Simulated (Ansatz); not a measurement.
The first iterations of a band of BCl2HO + H2 (7 atoms, charge 0, multiplicity 1).

The calculation used RKS B3LYP-D4/def2-SVP (Ansatz).

```
movable images  : 5
climbing image  : yes
spring          : 5.0 eV/Å²
optimiser       : quadratic models (default)
start path      : straight line
force threshold : 0.05 eV/Å
iteration limit : 60
end points      : relaxed
```

Image 0:

```xyz
7
Properties=species:S:1:pos:R:3
B 0.124 -0.706 -0.143
O 0.491 -0.414 1.110
H 0.223 0.470 1.403
Cl 0.542 -2.278 -0.813
Cl -0.775 0.463 -1.139
H -0.594 2.300 1.326
H -0.344 2.383 2.041
```

Image 6:

```xyz
7
Properties=species:S:1:pos:R:3
B 0.179 0.457 -0.084
O 0.013 0.567 1.574
H 0.219 -0.327 1.910
Cl 0.741 -1.281 -0.292
Cl -1.533 0.795 -0.657
H 0.987 1.288 -0.389
H -0.940 0.719 1.724
```

| iteration | highest image above the first end (eV) | largest band force component (eV/Å) |
| --- | --- | --- |
| 1 | 7.316 | 5.517 |
| 2 | 5.336 | 4.299 |
| 3 | 4.266 | 10.482 |
| 4 | 3.684 | 4.351 |
| 5 | 2.603 | 2.825 |
| 6 | 1.754 | 2.008 |
| 7 | 1.775 | 1.361 |
| 8 | 1.817 | 1.260 |
| 9 | 2.083 | 4.126 |
| 10 | 2.215 | 0.923 |

Q: Does the band converge within its limit, and where does its top end?

A: The forces met the threshold. It ended after 31 iterations with the highest image 2.025 eV above the first end. Neighbouring images differ by up to 2.0 eV, so the band resolves the path poorly. Another band between the same ends (5 images) ends at a top of the same energy, where a vibrational analysis finds 1 clearly imaginary mode. The orbitals stay closed-shell, which can raise the energy where a bond breaks towards radicals; this wasn't checked here.

Run time: 7.3 min on 1 thread of Arm Neoverse V1 (shared host), peak memory 0.15 GiB.
